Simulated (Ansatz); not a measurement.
Energy difference R1 → P1 + P2, each structure at its B3LYP-D3(BJ)/def2-TZVP stationary point, reached from a drawn start (curvature not checked).
R1, F4Ti (SMILES [F][Ti]([F])([F])[F]) (charge 0, multiplicity 1, Z-matrix in Å and degrees):
```
Ti
F 1 1.7509
F 1 1.7509 2 109.47
F 1 1.7509 2 109.47 3 120.00
F 1 1.7509 2 109.47 3 -120.00
```
P1, F3Ti (SMILES [F][Ti]([F])[F]) (charge 0, multiplicity 2):
| atom | x (Å) | y (Å) | z (Å) |
|---|---|---|---|
| Ti | 0.0000 | 0.0000 | -0.0003 |
| F | 1.7796 | -0.0100 | -0.0098 |
| F | -0.8812 | 1.5462 | -0.0013 |
| F | -0.8983 | -1.5362 | 0.0113 |
P2: F atom, charge 0, multiplicity 2.

P less R. No zero-point or thermal terms; singlets are restricted closed shells; open shells are unrestricted; no spin–orbit coupling. The spin states of the d-block species are the ones drawn and need not be the lowest.

Frozen-core correlation throughout. CBS(a, b) extrapolates the correlation energy as X⁻³ and adds the Hartree–Fock energy of set b.

The values were computed with Ansatz (Gaussian basis) for Hartree–Fock, density functionals and correlated methods. All values are computed, each at the level named.

PBE/def2-TZVPP gives 6.293 eV for the reaction energy.

**Question.** Predict the shift from PBE, with its sign, for: r2SCAN/def2-TZVPP, PBE0/def2-TZVPP, wB97M-V/def2-TZVPP, B2PLYP/def2-TZVPP, MP2/CBS(def2-TZVPP, def2-QZVPP), CCSD(T)/CBS(def2-TZVPP, def2-QZVPP).

**Answer.** r2SCAN/def2-TZVPP -0.216; PBE0/def2-TZVPP -0.671; wB97M-V/def2-TZVPP -0.663; B2PLYP/def2-TZVPP -0.543; MP2/CBS(def2-TZVPP, def2-QZVPP) -0.264; CCSD(T)/CBS(def2-TZVPP, def2-QZVPP) -0.742 eV. 0 of 6 lie above PBE; the widest gap is to CCSD(T)/CBS(def2-TZVPP, def2-QZVPP).

Ansatz is a program for electronic structure.
